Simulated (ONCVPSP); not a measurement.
# La: ONCV pseudisation with LDA (Perdew-Zunger), scalar-relativistic reference atom.

lanthanum, optimised norm-conserving Vanderbilt (ONCV), made with ONCVPSP 4.0.1 (LDA (Perdew-Zunger), scalar-relativistic). Core [Kr], reference 4d10 5s2 5p6 5d1 6s0.5 (charge +1.5). Waves: 5s+6s: rc 2.80 bohr, ncon 5, nbas 9, qcut 4.9 1/bohr, 2 projectors; 5p: rc 2.65 bohr, ncon 5, nbas 8, qcut 5.3 1/bohr, 2 projectors, debl 3.5 Ha; 4d+5d: rc 1.25 bohr, ncon 5, nbas 9, qcut 13.5 1/bohr, 2 projectors; f scattering state at 0.27 Ha: rc 2.90 bohr, ncon 4, nbas 7, qcut 4.2 1/bohr, 2 projectors, debl 0.5 Ha. Local part: polynomial inside 1.10 bohr (lpopt 2, dvloc0 6 Ha). Core correction: Teter function, fcfact 2.25, rcfact 1.15.

In the f channel the program set the typed energies aside and used -0.507, 0.250 Ha.

All-electron outer shells of the reference configuration (LDA (Perdew-Zunger), scalar-relativistic, ld1.x):

| shell | level (eV) | outermost node (bohr) | outermost maximum (bohr) |
| --- | --- | --- | --- |
| 4d | -113.11 | 0.32 | 0.68 |
| 5s | -48.26 | 0.77 | 1.41 |
| 5p | -31.62 | 0.83 | 1.58 |
| 5d | -11.71 | 0.95 | 2.19 |
| 6s | -11.16 | 1.84 | 3.47 |

(1) Estimate the cutoffs (Ha) at which the residual kinetic energy of the hardest occupied pseudo-wave falls to 1 and 0.1 mHa per electron.

(2) What does a ghost test show?

(3) Tests: 4d10 5s2 5p6 5d1 6s2; 4d10 5s2 5p6 5d1 6s1; 4d10 5s2 5p6 5d1 6s0; 4d10 5s1 5p6 5d1 6s2. Which has the largest error in its energy relative to the reference configuration, and how large is it?

Results:

(1) 67 Ha and 76 Ha.

(2) No bound ghost flagged; GHOST(+) flagged for s at 74.6 eV.

(3) 4d10 5s1 5p6 5d1 6s2, with -93 meV (all-electron minus pseudo) on +33.10 eV.
